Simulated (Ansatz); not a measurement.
Program: Ansatz 0.2.0.

A structure relaxed at PBE0-D4/def2-TZVP, charge 0, multiplicity 1:

Cartesian coordinates in Å:
```
C -1.305 -0.194 1.779
N -0.930 -0.595 0.648
Si 0.627 -0.425 -0.073
C 0.471 0.522 -1.653
F 1.646 0.356 0.896
H -2.334 -0.369 2.115
H -0.658 0.341 2.489
H 1.172 -1.789 -0.260
H 1.445 0.627 -2.137
H 0.070 1.521 -1.466
H -0.203 0.006 -2.339
```

**Question.** Give its formula and SMILES.

**Answer.** C2H6FNSi, `C=N[SiH](C)F`.

**Question.** Summarise the bond lengths by kind.

**Answer.** 1 × C–N 1.257 Å; 5 × C–H 1.092 to 1.100 Å; 1 × N–Si 1.724 Å; 1 × C–Si 1.849 Å; 1 × F–Si 1.608 Å; 1 × H–Si 1.481 Å.
